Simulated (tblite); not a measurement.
Problem. What does the GFN2-xTB structure of InChI=1S/C5H9NO2/c1-4(3-7)5(8)6-2/h3-4,6H,1-2H3/q-1/t4-/m1/s1 look like in three dimensions? (Charge -1 and doublet state.)

Solution. 
```xyz
17
C5H9NO2 angstrom
C      2.3074   -0.1944   -0.8024
N      0.9786   -0.4753   -0.3061
C      0.4523    0.4713    0.5924
O      1.1594    1.3283    1.1657
C     -1.0422    0.3891    0.7492
C     -1.6269   -1.0101    0.9151
C     -1.2913    1.0126   -0.5985
O     -1.2004    0.3516   -1.6851
H      2.9245    0.1157    0.0418
H      2.3297    0.6102   -1.5508
H      2.7233   -1.1027   -1.2480
H      0.2984   -0.5888   -1.0731
H     -1.3563    1.0537    1.5593
H     -2.6976   -0.9482    1.1163
H     -1.1421   -1.5387    1.7356
H     -1.4812   -1.5738   -0.0024
H     -1.3424    2.1116   -0.6188
```

Orientation and origin are arbitrary. Atoms count from 1 in this order. N2 (nitrogen bonded to 2 C and H) is pyramidal (angles 115.6°, 111.9° and 107.6°, sum 335.0°, 0.37 Å off the plane of its three neighbours). The 3 C–C bonds span 1.505 Å (C3–C5, drawn single) to 1.526 Å (C5–C6, drawn single), a spread of 0.021 Å. The C–O distances run from 1.250 Å (C3–O4, drawn single) to 1.275 Å (C7=O8, drawn double), a spread of 0.025 Å. C3 (carbon bonded to C, N and O) is planar (angles 123.5°, 122.8° and 113.7°, sum 360.0°, 0.02 Å off the plane of its three neighbours).

Bonds between heavy atoms (Å): C1–N2 1.446, N2–C3 1.407, C3–O4 1.250, C3–C5 1.505, C5–C6 1.526, C5–C7 1.506, C7=O8 1.275.

The geometry is computed with GFN2-xTB (gas phase). This method treats the open shell by occupation alone, without spin polarisation.

Point group: C1 (no symmetry element, even within 0.4 Å). Its GFN2-xTB frequencies are all real (lowest 87 cm⁻¹). Whether the extra electron is bound in the gas phase wasn't checked; a finite basis holds it in any case. Torsions: C1–N2–C3–O4 -16°, N2–C3–C5–C6 45°, C3–C5–C7–O8 79°. 3 starts were optimised and ended at 0.00, 0.00 and 6.82 kcal/mol (GFN2-xTB); the lowest of these is shown.

One conformer stands for the species.
